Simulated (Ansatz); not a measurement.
Ansatz (a quantum-chemistry and plane-wave program) input (HF/6-31G* with LANL2DZ past Ar): The .json file joins the Basis Set Exchange's 6-31G* for atoms up to Ar and LANL2DZ past it.

Ansatz 0.2 input:
```yaml
crystal:
  periodic: [false, false, false]
  atoms:
    - {symbol: Si, position_ang: [-1.52844200, -0.59639600, 0.07234400]}
    - {symbol: Ge, position_ang: [0.72022200, 0.28693200, -0.03474200]}
    - {symbol: H, position_ang: [-2.25016000, -0.03934000, -1.14584800]}
    - {symbol: H, position_ang: [-2.24052800, 0.21391100, 1.14543100]}
    - {symbol: H, position_ang: [1.41590100, -0.63460500, -1.13725400]}
    - {symbol: H, position_ang: [1.42587900, -0.37222900, 1.23659200]}
basis:
  gaussian:
    orbitals: 6-31Gs+LANL2DZ.json
hamiltonian:
  xc: {name: HF}
total_charge: -1
magnetization: {spin_polarized: true, initial_magnetization: 1}
relax: {f_tol: 0.003, max_steps: 120}
```

Output:

```
Functional definition: HF
integrals: 0.00 GiB planned
450 factors; integrals over basis functions are off by at most 3.2e-4 eV
mean field: 0.08 GiB planned
mean field evaluation 1: about -8021.7303 eV, gradient 7.6e0 eV
mean field evaluation 2: about -8021.7870 eV, gradient 7.7e0 eV
mean field evaluation 4: about -8022.6201 eV, gradient 8.9e-1 eV
mean field evaluation 8: about -8022.6470 eV, gradient 8.0e-2 eV
mean field evaluation 16: about -8022.1126 eV, gradient 2.3e0 eV
mean field evaluation 32: about -8022.4598 eV, gradient 1.1e0 eV
mean field -8022.64768383 eV, -294.8268644347 hartree, gradient 6.5e-5 eV, S^2 0.797467; 0 other end points of the search recorded, 0 dependent functions left out
the calculation of the forces begins
reference -8022.64768383 eV, -294.8268644347 hartree; 12, 11 occupied and 23, 24 virtual orbitals, 450 factors
relax step   1: F+E_penalty+E_count = -8022.64768383 eV  Δ(F+E_penalty+E_count) = +0.000e0 eV  max|allowed force component| = 3.552e-1 eV/Å  Δτ_max = 0.0000 Å  (83 SCF iters, accepted)
these checks for a lower state are left out or cut short: starts, cluster_reference, orbital_swaps, neighbouring_geometries, increment
integrals: 0.00 GiB planned
450 factors; integrals over basis functions are off by at most 3.4e-4 eV
mean field: 0.08 GiB planned
mean field -8022.63932240 eV, -294.8265571579 hartree, gradient 1.3e-5 eV, S^2 0.796876; 0 other end points of the search recorded, 0 dependent functions left out
the calculation of the forces begins
reference -8022.63932240 eV, -294.8265571579 hartree; 12, 11 occupied and 23, 24 virtual orbitals, 450 factors
relax step   2: F+E_penalty+E_count = -8022.63932240 eV  Δ(F+E_penalty+E_count) = +8.361e-3 eV  max|allowed force component| = 2.632e-1 eV/Å  Δτ_max = 0.0729 Å  (50 SCF iters, rejected (line search))
these checks for a lower state are left out or cut short: starts, cluster_reference, orbital_swaps, neighbouring_geometries, increment
integrals: 0.00 GiB planned
450 factors; integrals over basis functions are off by at most 3.3e-4 eV
mean field: 0.08 GiB planned
mean field evaluation 64: about -8022.6585 eV, gradient 9.8e-4 eV
mean field -8022.65846382 eV, -294.8272605922 hartree, gradient 1.4e-5 eV, S^2 0.797756; 0 other end points of the search recorded, 0 dependent functions left out
the calculation of the forces begins
reference -8022.65846382 eV, -294.8272605922 hartree; 12, 11 occupied and 23, 24 virtual orbitals, 450 factors
relax step   3: F+E_penalty+E_count = -8022.65846382 eV  Δ(F+E_penalty+E_count) = -1.078e-2 eV  max|allowed force component| = 8.622e-2 eV/Å  Δτ_max = 0.0282 Å  (50 SCF iters, accepted)
these checks for a lower state are left out or cut short: starts, cluster_reference, orbital_swaps, neighbouring_geometries, increment
integrals: 0.00 GiB planned
450 factors; integrals over basis functions are off by at most 3.3e-4 eV
mean field: 0.08 GiB planned
mean field -8022.65885878 eV, -294.8272751066 hartree, gradient 3.0e-5 eV, S^2 0.798050; 0 other end points of the search recorded, 0 dependent functions left out
the calculation of the forces begins
reference -8022.65885878 eV, -294.8272751066 hartree; 12, 11 occupied and 23, 24 virtual orbitals, 450 factors
relax step   4: F+E_penalty+E_count = -8022.65885878 eV  Δ(F+E_penalty+E_count) = -3.950e-4 eV  max|allowed force component| = 3.642e-2 eV/Å  Δτ_max = 0.0040 Å  (37 SCF iters, accepted)
these checks for a lower state are left out or cut short: starts, cluster_reference, orbital_swaps, neighbouring_geometries, increment
integrals: 0.00 GiB planned
450 factors; integrals over basis functions are off by at most 3.4e-4 eV
mean field: 0.08 GiB planned
mean field -8022.65926353 eV, -294.8272899808 hartree, gradient 6.0e-5 eV, S^2 0.797639; 0 other end points of the search recorded, 0 dependent functions left out
the calculation of the forces begins
reference -8022.65926353 eV, -294.8272899808 hartree; 12, 11 occupied and 23, 24 virtual orbitals, 450 factors
relax step   5: F+E_penalty+E_count = -8022.65926353 eV  Δ(F+E_penalty+E_count) = -4.047e-4 eV  max|allowed force component| = 2.080e-2 eV/Å  Δτ_max = 0.0116 Å  (38 SCF iters, accepted)
these checks for a lower state are left out or cut short: starts, cluster_reference, orbital_swaps, neighbouring_geometries, increment
integrals: 0.00 GiB planned
450 factors; integrals over basis functions are off by at most 3.3e-4 eV
mean field: 0.08 GiB planned
mean field -8022.65941691 eV, -294.8272956176 hartree, gradient 8.0e-5 eV, S^2 0.795978; 0 other end points of the search recorded, 0 dependent functions left out
the calculation of the forces begins
reference -8022.65941691 eV, -294.8272956176 hartree; 12, 11 occupied and 23, 24 virtual orbitals, 450 factors
relax step   6: F+E_penalty+E_count = -8022.65941691 eV  Δ(F+E_penalty+E_count) = -1.534e-4 eV  max|allowed force component| = 2.343e-2 eV/Å  Δτ_max = 0.0120 Å  (48 SCF iters, accepted)
these checks for a lower state are left out or cut short: starts, cluster_reference, orbital_swaps, neighbouring_geometries, increment
integrals: 0.00 GiB planned
450 factors; integrals over basis functions are off by at most 3.3e-4 eV
mean field: 0.08 GiB planned
mean field evaluation 96: about -8022.6595 eV, gradient 1.3e-5 eV
mean field -8022.65947174 eV, -294.8272976325 hartree, gradient 1.9e-5 eV, S^2 0.795882; 0 other end points of the search recorded, 0 dependent functions left out
the calculation of the forces begins
reference -8022.65947174 eV, -294.8272976325 hartree; 12, 11 occupied and 23, 24 virtual orbitals, 450 factors
relax step   7: F+E_penalty+E_count = -8022.65947174 eV  Δ(F+E_penalty+E_count) = -5.483e-5 eV  max|allowed force component| = 5.349e-3 eV/Å  Δτ_max = 0.0045 Å  (48 SCF iters, accepted)
these checks for a lower state are left out or cut short: starts, cluster_reference, orbital_swaps, neighbouring_geometries, increment
integrals: 0.00 GiB planned
450 factors; integrals over basis functions are off by at most 3.3e-4 eV
mean field: 0.08 GiB planned
mean field -8022.65948310 eV, -294.8272980499 hartree, gradient 4.1e-5 eV, S^2 0.795868; 0 other end points of the search recorded, 0 dependent functions left out
the calculation of the forces begins
reference -8022.65948310 eV, -294.8272980499 hartree; 12, 11 occupied and 23, 24 virtual orbitals, 450 factors
relax step   8: F+E_penalty+E_count = -8022.65948310 eV  Δ(F+E_penalty+E_count) = -1.136e-5 eV  max|allowed force component| = 5.434e-4 eV/Å  Δτ_max = 0.0013 Å  (43 SCF iters, accepted)
integrals: 0.00 GiB planned
450 factors; integrals over basis functions are off by at most 3.3e-4 eV
mean field: 0.08 GiB planned
mean field evaluation 128: about -8020.6273 eV, gradient 8.3e0 eV
mean field -8022.65948310 eV, -294.8272980499 hartree, gradient 4.1e-5 eV, S^2 0.795868; 1 other end points of the search recorded, 0 dependent functions left out
the calculation of the forces begins
reference -8022.65948310 eV, -294.8272980499 hartree; 12, 11 occupied and 23, 24 virtual orbitals, 450 factors
Total energy: -8022.65948310 eV, -294.8272980499 hartree
Atom 0 at    -1.537750    -0.562525     0.068639 Å, force    -0.000028     0.000068    -0.000007 eV/Å
Atom 1 at     0.759341     0.291873    -0.035453 Å, force     0.000070    -0.000261     0.000029 eV/Å
Atom 2 at    -2.284644    -0.052420    -1.143653 Å, force    -0.000090    -0.000057    -0.000543 eV/Å
Atom 3 at    -2.275017     0.200699     1.146432 Å, force    -0.000085     0.000063     0.000543 eV/Å
Atom 4 at     1.435474    -0.641053    -1.138342 Å, force     0.000066     0.000092    -0.000024 eV/Å
Atom 5 at     1.445467    -0.378302     1.238899 Å, force     0.000066     0.000095     0.000003 eV/Å
Dipole moment:     0.189702     0.149183    -0.017286 e Å
```

The dipole moment of an ion depends on the origin.

The geometry given is a B3LYP-D3(BJ)/def2-TZVP minimum.
